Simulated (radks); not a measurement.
The mean radii <r> (bohr) of the occupied orbitals of an atom or ion are listed with their occupations. All-electron calculation, scalar-relativistic Kohn-Sham, PBE, spin-polarised, spherical densities, point nucleus. Program: a radial shooting solver on a logarithmic mesh with Libxc functionals.

orbital  occ.      <r>
1s up       1  0.06644
1s down     1  0.06644
2s up       1   0.3084
2s down     1   0.3080
2p up       3   0.2743
2p down     3   0.2739
3s up       1   0.9486
3s down     1   0.9489
3p up       3    1.017
3p down     3    1.017
3d up       3    1.409
4s up       1    3.194
4p up       1    4.260

Name the element and its charge. Open shells, if any, are filled with parallel spins first.

Answer. Z = 23, vanadium, charge 0: V in [Ar] 3d3 4s1 4p1. The 1s radius gives Z: for a bare nucleus <r> = (2 gamma + 1)/(2Z) with gamma = sqrt(1 - (Z/c)^2), 0.0646 bohr for Z = 23, and screening makes it slightly larger (0.06644 here). The occupations add up to 23, and the charge is Z minus that.
